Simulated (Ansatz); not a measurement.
Mg5O4⁺. Total charge 1; doublet. Geometry r2SCAN-D4/def2-SVP.

```xyz
9

Mg   -0.074   -1.753   -1.787
Mg    0.803    0.769   -1.340
Mg   -1.474    0.333    0.114
Mg    0.938   -0.660    0.989
Mg   -0.223    1.467    2.278
O    -0.979   -0.089   -1.688
O    -0.814   -0.367    1.827
O     1.410   -1.074   -0.821
O     0.412    1.373    0.427
```

Another isomer (doublet) lies 0.21 eV lower at PBE0-D4/def2-TZVP; other spin states weren't run for this one.

**Question.** Estimate the α-spin orbital energies around the gap (eV) in Ansatz with LDA (SPW92)/def2-TZVP, PBE-D4/def2-SVP, PBE-D4/def2-TZVP, r2SCAN-D4/def2-TZVP, PBE0-D4/def2-SVP.

**Answer.** 
| orbital | LDA (SPW92)/def2-TZVP | PBE-D4/def2-SVP | PBE-D4/def2-TZVP | r2SCAN-D4/def2-TZVP | PBE0-D4/def2-SVP |
| --- | --- | --- | --- | --- | --- |
| HOMO−5 | -10.60 | -10.37 | -10.32 | -10.49 | -11.67 |
| HOMO−4 | -10.40 | -10.17 | -10.14 | -10.35 | -11.56 |
| HOMO−3 | -10.31 | -10.09 | -10.05 | -10.23 | -11.34 |
| HOMO−2 | -9.46 | -9.24 | -9.23 | -9.50 | -10.79 |
| HOMO−1 | -9.15 | -8.93 | -8.91 | -9.04 | -10.24 |
| HOMO | -7.76 | -7.64 | -7.60 | -7.53 | -7.89 |
| LUMO | -7.10 | -7.04 | -6.97 | -6.90 | -6.54 |
| LUMO+1 | -5.98 | -5.90 | -5.83 | -5.50 | -5.15 |
| LUMO+2 | -5.75 | -5.65 | -5.59 | -5.40 | -4.90 |
| LUMO+3 | -5.56 | -5.46 | -5.40 | -5.00 | -4.71 |
| LUMO+4 | -4.61 | -4.49 | -4.44 | -4.17 | -3.83 |
| LUMO+5 | -4.48 | -4.34 | -4.32 | -3.92 | -3.55 |
| β HOMO | -9.12 | -8.89 | -8.87 | -9.01 | -10.20 |
| β LUMO | -7.30 | -7.13 | -7.08 | -6.54 | -6.42 |
